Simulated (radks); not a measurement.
Effect of the nuclear size on neutral chlorine, [Ne] 3s2 3p5. Calculated with a radial shooting solver on a logarithmic mesh with Libxc functionals: Dirac Kohn-Sham, relativistic LDA (MacDonald-Vosko exchange, VWN5 correlation), spin-unpolarised, spherical densities, finite nucleus; open shells fill j = l - 1/2 first; Fermi nuclear charge, rms radius 3.3654 fm. The rms radius is varied about that value; shifts are against it.

[
 {"rms radius (fm)": "2.7832", "total energy shift (eV)": "-0.00439", "density at nucleus (e/bohr^3)": "3568", "1s1/2 shift (meV)": "-1.85", "2s1/2 shift (meV)": "-0.135"},
 {"rms radius (fm)": "3.2476", "total energy shift (eV)": "-0.000955", "density at nucleus (e/bohr^3)": "3558", "1s1/2 shift (meV)": "-0.401", "2s1/2 shift (meV)": "-0.029"},
 {"rms radius (fm)": "3.3654", "total energy shift (eV)": "0", "density at nucleus (e/bohr^3)": "3555", "1s1/2 shift (meV)": "0.000", "2s1/2 shift (meV)": "0.000"},
 {"rms radius (fm)": "3.6144", "total energy shift (eV)": "0.00213", "density at nucleus (e/bohr^3)": "3551", "1s1/2 shift (meV)": "0.894", "2s1/2 shift (meV)": "0.065"},
 {"rms radius (fm)": "3.9678", "total energy shift (eV)": "0.00540", "density at nucleus (e/bohr^3)": "3544", "1s1/2 shift (meV)": "2.27", "2s1/2 shift (meV)": "0.166"}
]

Slopes of the eigenvalues against <r^2> in GHz/fm^2, as finite differences over the two radii next to the reference (eigenvalue slopes, not the field-shift constants of lines): 1s1/2 124, 2s1/2 9.10.
